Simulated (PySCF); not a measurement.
CH5BNP.
Atom-mapped SMILES: `[N:1]#[C:2][BH2-:3][PH3+:4]` (hydrogens: H5, H6 on B3; H7, H8, H9 on P4)

Theory: EOM-IP-CCSD/aug-cc-pVDZ in PySCF, restricted Hartree–Fock reference, 8 core orbitals frozen, non-relativistic, gas phase, PBE0-D3(BJ)/def2-SVP geometry.

The vertical ionisation energies are 11.09, 11.18, 11.90, 12.91, 13.03, 14.27, 15.79, 15.94 eV.

Problem. Which Hartree–Fock orbital leads each hole, and what is its Koopmans value −ε?

Solution. 
```
leading hole (HF orbital)  Koopmans (eV)  EOM-IP-CCSD (eV)  change (eV)  one-hole share
                   HOMO-1          11.49             11.09        -0.40            0.95
                     HOMO          11.49             11.18        -0.31            0.95
                   HOMO-4          13.99             11.90        -2.09            0.93
                   HOMO-2          13.63             12.91        -0.72            0.94
                   HOMO-3          13.66             13.03        -0.63            0.95
                   HOMO-5          15.89             14.27        -1.62            0.93
                   HOMO-6          16.63             15.79        -0.84            0.94
                   HOMO-7          16.93             15.94        -0.99            0.94
```

Problem. Does the order of the lines follow the orbital energies?

Solution. No: the HOMO-4 hole (11.90 eV) falls below the HOMO-2 hole (12.91 eV); the HOMO-4 hole (11.90 eV) falls below the HOMO-3 hole (13.03 eV). The corrections run from -2.09 to -0.31 eV, with a mean of -0.95 eV over the 8 lines; no line lies above its Koopmans value.

Problem. At what kinetic energies would He II light (40.81 eV) eject these electrons?

Solution. 29.72 eV (HOMO-1), 29.63 eV (HOMO), 28.91 eV (HOMO-4), 27.90 eV (HOMO-2), 27.78 eV (HOMO-3), 26.54 eV (HOMO-5), 25.02 eV (HOMO-6), 24.87 eV (HOMO-7).

Problem. What total energy has the lowest final state, and which wavelength reaches it?

Solution. E(CCSD) + ionisation energy = -461.22540 + 0.40772 = -460.81768 Eh, at the geometry of the initial state. The threshold wavelength is 1239.84 eV nm/11.09 eV = 111.8 nm.

Lines less than 0.15 eV apart could change places at a higher level. One root was sought for each valence orbital with −ε under 21 eV, eight at most, so deeper holes and satellites are missing; no vibrational structure.
